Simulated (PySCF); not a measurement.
Compound: C₁₁H₈O.
Atom-mapped SMILES: `[CH3:1][C:2]#[C:3]/[CH:4]=[CH:5]/[C:6]#[C:7][c:8]1[cH:9][cH:10][cH:11][o:12]1`

Cartesian coordinates in Å at the GFN2-xTB level; atoms count from 1:
```
atom  x, y, z in Å
C1    -5.8672   -0.0570   -0.3951
C2    -4.4266   -0.1227   -0.4690
C3    -3.2247   -0.1767   -0.5357
C4    -1.8261   -0.2415   -0.6142
C5    -1.0204    0.0338    0.4283
C6     0.3717   -0.0308    0.3509
C7     1.5811   -0.0816    0.3022
C8     2.9751   -0.1402    0.2404
C9     3.9157    0.1001    1.2163
C10    5.1705   -0.1068    0.6066
C11    4.9096   -0.4547   -0.6852
O12    3.5909   -0.4789   -0.9196
H13   -6.3108   -0.8284   -1.0250
H14   -6.2123    0.9187   -0.7390
H15   -6.1980   -0.2045    0.6331
H16   -1.4064   -0.5287   -1.5706
H17   -1.4384    0.3232    1.3847
H18    3.7188    0.3868    2.2292
H19    6.1347   -0.0108    1.0625
H20    5.5574   -0.6987   -1.5039
```

NICS = −σ at a ghost point: NICS(0) at the centroid of the ring atoms, NICS(1) 1 Å to either side along the normal of their mean plane, zz for the tensor component along that normal. Level: GIAO PBE0/pcSseg-1 (PySCF, non-relativistic, gas phase) on the GFN2-xTB geometry, one conformer.

Ring bond lengths (Å), with Mayer bond orders in brackets: C8–C9 1.377 (1.48), C9–C10 1.410 (1.30), C10–C11 1.363 (1.58), C11–O12 1.340 (1.11), O12–C8 1.356 (1.01).

**Question.** Give the NICS values of each ring in ppm.

**Answer.** 
```json
{"ring": "C8–C9–C10–C11–O12", "type": "5-membered ring with O; formal bonds all aromatic", "NICS(0)": "-11.8", "NICS(1), two faces": "-10.1 / -10.1", "NICS(1)zz, two faces": "-25.5 / -25.5", "rms pucker (Å)": "0.00", "centre to ring atoms, mean (Å)": "1.16"}
```

**Question.** What do they say, and how far can they be read as aromaticity?

**Answer.** 
- C8–C9–C10–C11–O12: mean NICS(1)zz -25.5 ppm, shielded, aromatic by this magnetic criterion (flat ring, no four-coordinate atom).

**Question.** What does the geometric index give? HOMA = 1 − mean of α(R − Ropt)² over the ring bonds, with Krygowski's 1993 parameters (CC: Ropt 1.388 Å, α 257.7 Å⁻²; CO: Ropt 1.265 Å, α 157.38 Å⁻²).

**Answer.** 
- C8–C9–C10–C11–O12: HOMA 0.50; the largest term is that of O12–C8, α(R − Ropt)² = 1.31.
